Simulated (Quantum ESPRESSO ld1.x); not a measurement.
Task: The aim is the cadmium ion Cd3+ in [Kr] 4d9. This ld1.x (Quantum ESPRESSO 7.5) run was made with `OMP_NUM_THREADS=1 ld1.x < ld1.in > ld1.out`. Can the result be used? Name any fault.

```
 &input
    zed=48.0,
    iswitch=1,
    rel=1,
    dft='BLYP',
    config='[Kr] 4d9',
    noscf=.true.,
    prefix='ld1',
    max_out_wfc=37,
    file_charge='ld1.rho',
 /
```

Output (excerpt):

```
     Program LD1 v.7.5 starts

     --------------------------- All-electron run ----------------------------

     scalar relativistic calculation

     atomic number is 48.00
     dft =BLYP   lsd =0 sic =0 latt =0  beta=0.20 tr2=1.0E-14
     Exchange-correlation= BLYP
                           (   1   3   1   3   0   0   0)
     mesh =2061 r(mesh) = 100.36354 a.u. xmin = -8.00 dx = 0.00800
     1 Ry =  13.60569312 eV, c = 137.03599908

     n l     nl                  e(Ry)          e(Ha)          e(eV)
     1 0     1S 1( 2.00)     -2379.3693     -1189.6846    -32372.9680
     2 0     2S 1( 2.00)      -599.6290      -299.8145     -8158.3684
     2 1     2P 1( 6.00)      -586.3768      -293.1884     -7978.0631
     3 0     3S 1( 2.00)      -264.3472      -132.1736     -3596.6271
     3 1     3P 1( 6.00)      -260.4137      -130.2068     -3543.1087
     4 0     4S 1( 2.00)      -147.7951       -73.8975     -2010.8545
     4 1     4P 1( 6.00)      -146.1412       -73.0706     -1988.3524
     3 2     3D 1(10.00)      -257.5831      -128.7915     -3504.5962
     4 2     4D 1( 9.00)      -144.9469       -72.4734     -1972.1030
```

Result: No (ran as typed). The line at issue: noscf=.true.. With noscf the program prints the levels of a bare nucleus, with no screening and no total energy; they are not those of the atom. The sound input gives -5592.883 hartree.
